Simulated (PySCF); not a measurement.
These are PBE-D3(BJ)/def2-TZVP // PBE0-D3(BJ)/def2-TZVP (PySCF) values and carry that method's errors. Isolated molecules, 0 K electronic values unless said otherwise. 

Reference species (SMILES): `C#CC=C=C` (neutral, multiplicity 1).

```
Item              Value
-------------  --------
HOMO           -5.98 eV
HOMO–LUMO gap   4.30 eV
LUMO           -1.68 eV
```

Changed species: `C#CC1C=C1`.

Problem. Give the shifts of the HOMO, HOMO–LUMO gap and LUMO.

Solution. the HOMO drops by 0.08 eV, to -6.06 eV; the HOMO–LUMO gap increases by 0.41 eV, to 4.71 eV; the LUMO rises by 0.33 eV, to -1.35 eV.
